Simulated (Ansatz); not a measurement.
`[OH][GeH2][NH][SiH](O)O`, charge 0, multiplicity 1.

Q: Give a relaxed structure at PBE0-D4/def2-TZVP (Ansatz). (An estimate is asked.)

A: Ansatz gave: 
Z-matrix (Å, degrees):
```
Ge
N 1 1.814
O 1 1.800 2 103.1
H 1 1.537 2 109.4 3 -117.7
H 1 1.540 2 114.2 3 115.0
Si 2 1.726 1 126.1 3 -46.9
H 2 1.008 1 115.5 3 127.3
H 3 0.960 1 113.1 2 157.0
O 6 1.632 2 106.1 1 14.1
O 6 1.639 2 109.5 1 139.5
H 6 1.474 2 114.6 1 -105.0
H 9 0.969 6 115.2 2 26.1
H 10 0.959 6 117.4 2 -61.9
```
This is one stationary point; other conformers may exist.
